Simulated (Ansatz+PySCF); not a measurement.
## singlet BeO: levels of theory in one basis

```yaml
atoms:
  - { symbol: Be, position_ang: [0.0000, 0.0000, -1.6508] }
  - { symbol: O, position_ang: [0.0000, 0.0000, 0.8254] }
```

Basis set: STO-3G (spherical functions). Left uncorrelated: 1 orbital. Charge 0, multiplicity 1.

Computed with Ansatz (development build ahead of 0.2.0); each method stands on the lowest determinant of its kind that the runs found.

```
     method  E − E(RHF) (eV)  <S²> of the determinant
        RHF             0.00                     0.00
        UHF            -2.70                     1.29
    RHF-MP2            -1.06                        –
    UHF-MP2            -3.15                     1.29
   RHF-CCSD            -2.99                        –
   UHF-CCSD            -4.93                     1.29
RHF-CCSD(T)            -3.02                        –
UHF-CCSD(T)            -4.98                     1.29
```

Task: What does full CI (lowest root of this spin) give on the same scale?

Result: -3.42 eV.

Unrestricted totals that lie under full CI have fallen onto a higher spin multiplicity. At such a shape the full CI root can have another spatial symmetry than the determinants, so the rows needn't describe one state.

Task: Is a single determinant a sound starting point here?

Result: It is doubtful. Unrestricted orbitals lower Hartree–Fock by 2.70 eV and <S²> is 1.29 where a pure state has 0.00, a sign of strong static correlation.

Caution: another spin multiplicity may lie lower. Caution for RHF, RHF-MP2, RHF-CCSD, RHF-CCSD(T): an unrestricted determinant lies well below. Caution for UHF, UHF-MP2, UHF-CCSD, UHF-CCSD(T): the unrestricted determinant is a mixture of spin states. Caution for RHF-MP2, UHF-MP2, RHF-CCSD, UHF-CCSD, RHF-CCSD(T), UHF-CCSD(T): large amplitudes, a single reference is doubtful. Caution for RHF-MP2, RHF-CCSD, RHF-CCSD(T): the program doubts this total. Caution for UHF-MP2, UHF-CCSD, UHF-CCSD(T): a plain start can end on a higher determinant. Caution for RHF-CCSD, RHF-CCSD(T): the program finds a lower state of this spin. Caution for UHF-CCSD, UHF-CCSD(T): the amplitudes may be one of several solutions.
